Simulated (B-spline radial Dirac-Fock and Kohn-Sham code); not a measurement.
**Kohn-Sham estimates against Dirac-Fock for the levels of Mn⁺**

System: manganese as Mn⁺ in the configuration 1s2 2s2 2p6 3s2 3p6 3d4 4s1 4p1 (an excited configuration).

The density-functional columns are spherical, spin-unpolarised Dirac-Kohn-Sham results without Breit or QED terms: −ε is minus the orbital energy of the initial state and ΔSCF the difference of two total energies. The reference in the last column comes from ΔSCF Dirac-Fock with Breit, self-energy and vacuum polarisation, finite nucleus, configuration average. All numbers are from a radial B-spline solver, in eV; a selection of levels is shown.

```csv
level,PBE −ε,PBE ΔSCF,Dirac-Fock
1s,6444.4,6594.6,6569.3
2s,760.7,785.6,804.6
2p1/2,653.8,683.6,683.6
2p3/2,643.4,672.7,673.5
3p1/2,71.16,80.12,81.10
3p3/2,69.86,78.76,79.82
3d,21.53,29.56,27.83
4s,14.31,18.24,17.30
4p,8.98,12.24,11.57
```

Values without a named source are computed, but for edge energies of neutral atoms, which are taken from tables.
